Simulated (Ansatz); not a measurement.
Total energies of the cluster SnF2 from Ansatz at PBE-D4/def2-TZVP, gas phase (1 Eh = 27.2114 eV = 2625.5 kJ/mol). The reference geometry is relaxed at PBE-D4/def2-TZVP.

```xyz
3

Sn   -0.790    0.200    0.300
F     0.999    0.483    1.051
F    -0.209   -0.683   -1.351
```

```json
{"state": "charge 0 singlet", "geometry": "reference", "energy (Eh)": "-413.99001"}
{"state": "charge 1 doublet", "geometry": "reference", "energy (Eh)": "-413.58532"}
{"state": "charge 0 triplet", "geometry": "relaxed at PBE-D4/def2-TZVP", "energy (Eh)": "-413.86210"}
{"state": "charge 0 quintet", "geometry": "relaxed at PBE-D4/def2-TZVP", "energy (Eh)": "-413.65039"}
{"state": "free Sn atom (triplet)", "geometry": "–", "energy (Eh)": "-214.24935"}
{"state": "free F atom (doublet)", "geometry": "–", "energy (Eh)": "-99.66912"}
```

In the def2 sets Sn takes a core potential; there is no spin–orbit coupling.

(1) Work out the vertical ionisation energy to the doublet.

(2) Which of the charge 0 states is lowest, and how far above it are the others?

(3) What is the binding energy per atom against free atoms?

(1) E(charge 1 doublet) − E(charge 0 singlet) = -413.58532 − (-413.99001) = 0.40469 Eh = 11.01 eV. For comparison, −ε of the highest occupied level is 7.51 eV at this level, 3.50 eV less.

(2) The singlet. triplet: -413.86210 − (-413.99001) = 0.12791 Eh = 335.8 kJ/mol; quintet: -413.65039 − (-413.99001) = 0.33962 Eh = 891.7 kJ/mol.

(3) Atoms: 1 × (-214.24935) + 2 × (-99.66912) = -413.58759 Eh. Binding: -413.58759 − (-413.99001) = 0.40242 Eh = 10.95 eV, or 3.65 eV for each of 3 atoms (no zero-point energy, no counterpoise term).

The structure comes from a short search, and lower isomers may exist.
